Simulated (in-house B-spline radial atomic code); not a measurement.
Orbital energies and mean radii along the 39-electron series, configuration [Kr] 4d3. The effective charge is n√(-2ε), a non-relativistic measure. Computed with an all-electron radial atomic-structure program (B-spline basis): Dirac-Hartree-Fock, average of the configuration, finite nuclei.

```csv
ion,Z,energy of 3d5/2 (Eh),mean radius of 3d5/2 (bohr),energy of 4s1/2 (Eh),mean radius of 4s1/2 (bohr),energy of 4d5/2 (Eh),mean radius of 4d5/2 (bohr),energy of 3d3/2 (Eh),mean radius of 3d3/2 (bohr),effective charge of 3d5/2
Ce19+,58,-50.92,0.25231,-27.086,0.60261,-19.812,0.65253,-51.634,0.24866,30.275
Pr20+,59,-54.425,0.2463,-29.136,0.58588,-21.521,0.63134,-55.204,0.24261,31.299
Nd21+,60,-58.041,0.24056,-31.26,0.57002,-23.293,0.61157,-58.89,0.23685,32.322
Pm22+,61,?,?,?,?,?,?,?,?,?
Sm23+,62,-65.608,0.22987,-35.729,0.54063,-27.031,0.5757,-66.61,0.22608,34.365
Eu24+,63,-69.559,0.22487,-38.075,0.52698,-28.995,0.55937,-70.645,0.22104,35.384
Gd25+,64,-73.621,0.22008,-40.496,0.51397,-31.023,0.54397,-74.796,0.21622,36.403
Tb26+,65,?,?,?,?,?,?,?,?,?
Dy27+,66,-82.077,0.21109,-45.565,0.48966,-35.27,0.51569,-83.448,0.20715,38.437
Ho28+,67,-86.472,0.20687,-48.214,0.47829,-37.489,0.50266,-87.949,0.20289,39.453
Er29+,68,-90.978,0.20281,-50.941,0.46739,-39.772,0.49029,-92.568,0.19879,40.467
Tm30+,69,-95.595,0.1989,-53.746,0.45693,-42.118,0.47854,-97.304,0.19484,41.481
Yb31+,70,?,?,?,?,?,?,?,?,?
Lu32+,71,-105.16,0.19153,-59.591,0.43724,-47.002,0.45668,-107.13,0.18738,43.507
```

Q: Fill in the row of Pm22+.

A: energy of 3d5/2 (Eh): -61.769; mean radius of 3d5/2 (bohr): 0.23509; energy of 4s1/2 (Eh): -33.458; mean radius of 4s1/2 (bohr): 0.55495; energy of 4d5/2 (Eh): -25.13; mean radius of 4d5/2 (bohr): 0.59306; energy of 3d3/2 (Eh): -62.692; mean radius of 3d3/2 (bohr): 0.23134; effective charge of 3d5/2: 33.344.

Q: Fill in the row of Tb26+.

A: energy of 3d5/2 (Eh): -77.793; mean radius of 3d5/2 (bohr): 0.21549; energy of 4s1/2 (Eh): -42.993; mean radius of 4s1/2 (bohr): 0.50154; energy of 4d5/2 (Eh): -33.115; mean radius of 4d5/2 (bohr): 0.52944; energy of 3d3/2 (Eh): -79.064; mean radius of 3d3/2 (bohr): 0.21159; effective charge of 3d5/2: 37.42.

Q: Fill in the row of Yb31+.

A: energy of 3d5/2 (Eh): -100.32; mean radius of 3d5/2 (bohr): 0.19515; energy of 4s1/2 (Eh): -56.629; mean radius of 4s1/2 (bohr): 0.44689; energy of 4d5/2 (Eh): -44.528; mean radius of 4d5/2 (bohr): 0.46735; energy of 3d3/2 (Eh): -102.16; mean radius of 3d3/2 (bohr): 0.19104; effective charge of 3d5/2: 42.495.

Q: How does the screening of 3d5/2 change?

A: Z less the effective charge goes from 27.73 at Z = 58 to 27.49 at Z = 71.
